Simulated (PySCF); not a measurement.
[AuH4]-: fields on a plane

Level of theory: PBE0 in PySCF with Au def2-TZVPD with ECP60, H def2-TZVPD; scalar-relativistic core potentials, no spin–orbit coupling; density-fitted integrals.

The singlet minimum has Au–H 1.641 Å (×4); H–Au–H 90.0° (×4), H–Au–H 180.0° (×2).

The plane holds Au1 at (0.00, 0.00), H2 at (1.64, 0.00), H3 at (-1.64, 0.00), H4 at (0.00, 1.64), H5 at (0.00, -1.64) Å. Columns run from x = -3.75 to 4.05 Å, rows from y = 4.05 (top) to -3.75 Å, in steps of 0.3 Å. Other isomers or separated fragments may lie lower. Core electrons replaced by a potential are absent, the electrostatic potential uses the reduced nuclear charge, and values within about 0.7 Å of such atoms have no physical meaning.

Problem. Give the electron localisation function (set to 0 where the density is under 0.005 e/Å³). Lower edges of the bins: '0' 0.000, '1' 0.100, '2' 0.200, '3' 0.300, '4' 0.400, '5' 0.499, '6' 0.599, '7' 0.699, '8' 0.799, '9' 0.899; top 1.00.

Solution. 
```
000000000000000000000000000
000000000000000000000000000
000000000000000000000000000
000000000068888600000000000
000000000699999960000000000
000000004899999984000000000
000000014899999984100000000
000000013899999983100000000
000001112699999962111000000
000044322368998632234400000
000688863333443333688860000
006999996323443236999996000
008999998337777338999998000
008999999447007449999998000
008999999447007449999998000
008999998337777338999998000
006999996323443236999996000
000688863333443333688860000
000044322368998632234400000
000001112699999962111000000
000000013899999983100000000
000000014899999984100000000
000000004899999984000000000
000000000699999960000000000
000000000068888600000000000
000000000000000000000000000
000000000000000000000000000
```

Problem. Give the electrostatic potential (V) (cut at 20 V). Every second row and column.

Solution. 
```
-2.7 -2.9 -3.1 -3.3 -3.5 -3.7 -3.7 -3.7 -3.6 -3.4 -3.2 -3.0 -2.8 -2.6
-2.9 -3.2 -3.5 -3.8 -4.1 -4.3 -4.4 -4.4 -4.2 -3.9 -3.6 -3.3 -3.0 -2.8
-3.1 -3.5 -3.9 -4.3 -4.8 -5.1 -5.0 -5.1 -5.0 -4.6 -4.1 -3.7 -3.3 -3.0
-3.4 -3.9 -4.4 -5.0 -5.6 -5.3 -2.1 -4.0 -5.6 -5.3 -4.7 -4.1 -3.6 -3.2
-3.7 -4.2 -4.9 -5.7 -6.2 -4.5 20.0  3.0 -6.0 -6.0 -5.3 -4.6 -3.9 -3.4
-3.9 -4.6 -5.3 -5.8 -5.8 -2.0  7.9  2.8 -4.8 -6.0 -5.6 -5.0 -4.2 -3.6
-4.0 -4.8 -5.1 -0.6  0.8 18.3 20.0 20.0  2.8  3.0 -4.0 -5.1 -4.4 -3.7
-4.1 -4.8 -4.7 11.1 14.2 20.0 20.0 20.0  7.9 20.0 -2.1 -5.0 -4.4 -3.7
-4.0 -4.7 -5.3 -4.8 -4.2  4.7 20.0 18.3 -2.0 -4.5 -5.3 -5.1 -4.3 -3.7
-3.8 -4.4 -5.2 -5.9 -6.3 -4.2 14.2  0.8 -5.8 -6.2 -5.6 -4.8 -4.1 -3.5
-3.5 -4.1 -4.7 -5.3 -5.9 -4.8 11.1 -0.6 -5.8 -5.7 -5.0 -4.3 -3.8 -3.3
-3.3 -3.7 -4.2 -4.7 -5.2 -5.3 -4.7 -5.1 -5.3 -4.9 -4.4 -3.9 -3.5 -3.1
-3.0 -3.3 -3.7 -4.1 -4.4 -4.7 -4.8 -4.8 -4.6 -4.2 -3.9 -3.5 -3.2 -2.9
-2.8 -3.0 -3.3 -3.5 -3.8 -4.0 -4.1 -4.0 -3.9 -3.7 -3.4 -3.1 -2.9 -2.7
```

The lowest empty level of this anion is unbound, so it and the gap depend on the basis. No spin–orbit coupling is included, which matters more the heavier the element.
